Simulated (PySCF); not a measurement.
trans-(1R,2R)-1-chloro-2-methylcyclopropane (C4H7Cl), SMILES C[C@@H]1C[C@H]1Cl.

Geometry: TPSSh-D3(BJ)/def2-SVP.

These are PySCF 2.14.0 with TDDFT-B3LYP/def2-SVPD values and carry that method's errors.

Vertical excitations. Isolated molecule, no solvent.

Computed lowest excited states:
```json
[
 {"state": "S1", "energy (eV)": "6.54", "λ (nm)": "190", "f": "0.002", "main pairs": "HOMO→LUMO 92 %"},
 {"state": "S2", "energy (eV)": "6.95", "λ (nm)": "179", "f": "0.007", "main pairs": "HOMO−1→LUMO 93 %"},
 {"state": "S3", "energy (eV)": "7.21", "λ (nm)": "172", "f": "0.016", "main pairs": "HOMO→LUMO+1 91 %"},
 {"state": "S4", "energy (eV)": "7.55", "λ (nm)": "164", "f": "0.015", "main pairs": "HOMO→LUMO+2 93 %"},
 {"state": "S5", "energy (eV)": "7.59", "λ (nm)": "163", "f": "0.009", "main pairs": "HOMO−1→LUMO+1 86 %"},
 {"state": "S6", "energy (eV)": "7.84", "λ (nm)": "158", "f": "0.032", "main pairs": "HOMO→LUMO+3 94 %"},
 {"state": "S7", "energy (eV)": "7.93", "λ (nm)": "156", "f": "0.010", "main pairs": "HOMO−1→LUMO+2 86 %"},
 {"state": "S8", "energy (eV)": "7.99", "λ (nm)": "155", "f": "0.018", "main pairs": "HOMO→LUMO+4 91 %"},
 {"state": "S9", "energy (eV)": "8.20", "λ (nm)": "151", "f": "0.007", "main pairs": "HOMO−1→LUMO+3 76 %, HOMO−2→LUMO 15 %"},
 {"state": "S10", "energy (eV)": "8.24", "λ (nm)": "151", "f": "0.043", "main pairs": "HOMO−2→LUMO 62 %, HOMO−1→LUMO+3 20 %"},
 {"state": "T1", "energy (eV)": "5.96", "λ (nm)": "208", "f": "0", "main pairs": "HOMO→LUMO 85 %"},
 {"state": "T2", "energy (eV)": "6.45", "λ (nm)": "192", "f": "0", "main pairs": "HOMO−1→LUMO 82 %"},
 {"state": "T3", "energy (eV)": "7.13", "λ (nm)": "174", "f": "0", "main pairs": "HOMO→LUMO+1 86 %"},
 {"state": "T4", "energy (eV)": "7.43", "λ (nm)": "167", "f": "0", "main pairs": "HOMO→LUMO+2 83 %"}
]
```
Triplets are in the Tamm–Dancoff approximation, which puts them higher than full response would, so one can lie above its singlet here.
